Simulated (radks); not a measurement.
All-electron atom: Ta+ in [Xe] 4f14 5d3 6s0.5 7s0.5 (fractional occupations, a model configuration). Calculated with a radial shooting solver on a logarithmic mesh with Libxc functionals: scalar-relativistic Kohn-Sham, LDA (Slater exchange, Perdew-Wang correlation), spin-unpolarised, spherical densities, finite nucleus; Fermi nuclear charge, rms radius 5.3507 fm.

X-ray form factor f0, the Fourier transform of the density (f0(0) = 72):

sin(theta)/lambda (1/angstrom),f0 (electrons)
0.05,70.807
0.1,68.347
0.15,65.258
0.2,61.768
0.25,58.207
0.3,54.744
0.4,48.368
0.5,42.858
0.6,38.160
0.8,30.634
1,25.021
1.25,20.208
1.5,17.199
2,13.612
